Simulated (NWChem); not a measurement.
System: SiH4SeS; SMILES [SiH3][Se]S

```xyz
7

Se     0.7790    -0.0412     0.0081
S     -0.7593    -1.6551     0.0537
H     -0.8854    -1.7975    -1.2870
Si    -0.7382     1.6790     0.0095
H     -1.5992     1.6158     1.2246
H     -1.5878     1.6210    -1.2158
H      0.0688     2.9373     0.0116
```
Atoms are numbered in this order, from 1.

All runs: NWChem. Pople sets run with spherical d functions. Structure relaxed at the PBE0/def2-SVP level. Ions are spin-unrestricted doublets at the neutral geometry; other ion states weren't tried. Functional: LC-ωPBE (HJS hole) with 6-31G*; rows give the range parameter ω in 1/bohr.

| range parameter (1/bohr) | vertical ionisation energy, ΔSCF (eV) | −ε(HOMO) (eV) | ΔSCF minus −ε(HOMO) (eV) |
|---|---|---|---|
| 0.10 | 9.04 | 7.41 | 1.63 |
| 0.15 | 9.11 | 8.02 | 1.09 |
| 0.20 | 9.43 | 8.52 | 0.91 |
| 0.35 | 9.66 | 9.56 | 0.10 |
| 0.40 | 9.71 | 9.79 | -0.08 |
